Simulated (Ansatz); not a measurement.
Zn₅O₅H₁₈⁺, relaxed as a doublet with UKS PBE-D4/def2-SVP in Ansatz, starting from the PBE-D4/def2-SVP geometry of the neutral singlet. Force threshold 0.03 eV/Å.

In the doublet geometry the species has come apart into loosely held pieces. In the charge 1 doublet, H17 and H25 lie 1.21 Å apart, H14 and H24 lie 1.30 Å apart (atoms count from 1), so these atoms are partly bonded to each other.

Start:

```
atom    x (Å)    y (Å)    z (Å)
 Zn1   3.3515  -0.4375   0.1174
 Zn2   0.2529  -2.6881  -3.0399
 Zn3   0.2438   1.3230   1.0004
 Zn4  -4.0699   2.5968   1.3551
 Zn5   1.1620  -1.0886   1.4764
  O6   1.4649   0.3032  -0.2316
  O7  -0.3643  -1.5347  -1.3773
  O8   3.1173  -1.8327  -1.4279
  O9  -1.5337   0.2552   0.3346
 O10  -2.2963   3.6808   1.3427
 H11   4.7405   0.2724   0.0525
 H12   2.7933  -1.3373   1.5955
 H13  -0.6254  -2.3562  -4.2816
 H14   1.4388  -3.4335  -2.2546
 H15  -0.0146   2.8854   0.9634
 H16   0.5889   0.3091   2.3612
 H17  -3.6765   1.2788   0.5279
 H18  -5.1198   3.4347   2.1454
 H19  -0.0019  -2.1282   1.0460
 H20   1.0169  -0.1312  -0.9907
 H21  -1.0698  -0.8671  -1.1960
 H22  -0.1414  -1.8685  -0.4463
 H23   3.9157  -2.0950  -1.9200
 H24   2.3874  -2.4699  -1.7259
 H25  -2.4349   0.7435   0.4478
 H26  -1.5706  -0.5101   0.9511
 H27  -1.3719   3.2958   1.1837
 H28  -2.1828   4.4000   1.9906
```

| step | energy (eV) | largest force component (eV/Å) | SCF passes |
| --- | --- | --- | --- |
| 1 | -252529.2210 | 0.553 | 57 |
| 2 | -252529.2520 | 0.756 | 31 |
| 3 | -252529.3102 | 0.939 | 30 |
| 4 | -252529.3714 | 0.458 | 30 |
| 5 | -252529.4085 | 0.405 | 25 |
| 6 | -252529.4488 | 0.321 | 30 |
| 7 | -252529.4737 | 0.204 | 28 |
| 8 | -252529.4893 | 0.199 | 30 |
| 9 | -252529.5058 | 0.219 | 32 |
| 10 | -252529.5486 | 0.435 | 46 |
| 11 | -252529.5618 | 0.297 | 24 |
| 13 | -252529.5787 | 0.169 | 25 |
| 15 | -252529.5865 | 0.087 | 23 |
| 17 | -252529.5931 | 0.137 | 23 |
| 19 | -252529.5975 | 0.246 | 23 |
| 21 | -252529.6014 | 0.043 | 23 |
| 23 | -252529.6037 | 0.057 | 23 |
| 25 | -252529.6052 | 0.048 | 19 |
| 27 | -252529.6063 | 0.033 | 25 |
| 29 | -252529.6068 | 0.037 | 19 |
| 30 | -252529.6070 | 0.017 | 17 |

Force components are those of the run's own axes.

End:

```xyz
28

Zn    3.100   -0.358   -0.233
Zn   -0.281   -2.142   -2.952
Zn    0.201    1.016    1.546
Zn   -3.586    2.756   -0.023
Zn    1.455   -1.303    1.729
O     1.220    0.138   -0.015
O    -0.491   -1.838   -0.783
O     3.020   -1.274   -1.978
O    -1.562   -0.068    1.022
O    -2.347    3.434    1.511
H     4.555    0.168    0.189
H     3.223   -1.046    1.360
H    -1.589   -1.744   -3.664
H     1.253   -2.601   -2.745
H     0.013    2.558    1.756
H     0.903   -0.108    2.738
H    -2.957    1.264   -0.206
H    -4.641    3.808   -0.445
H     1.123   -2.762    1.212
H     0.606   -0.398   -0.581
H    -1.172   -1.371   -0.225
H     0.033   -2.378   -0.134
H     3.814   -1.616   -2.432
H     2.200   -1.810   -2.342
H    -2.235    0.598    0.498
H    -2.095   -0.389    1.781
H    -1.416    3.091    1.645
H    -2.346    4.375    1.770
```

By distances, no bond broke or formed. The bond that changes most is Zn5–H12, from 1.65 to 1.82 Å (atoms count from 1). A close non-bonded pair moves further: H11–H12, from 2.96 to 2.15 Å.

The force fell under the threshold at step 26, but the optimiser went on. No frequencies were taken in this run, so the end may be a saddle point.

Run time 2.6 min (2 threads of AMD EPYC 7R13 on a shared host and a share (18 GiB) of an NVIDIA H100 80GB HBM3), peak host memory 1 GiB.
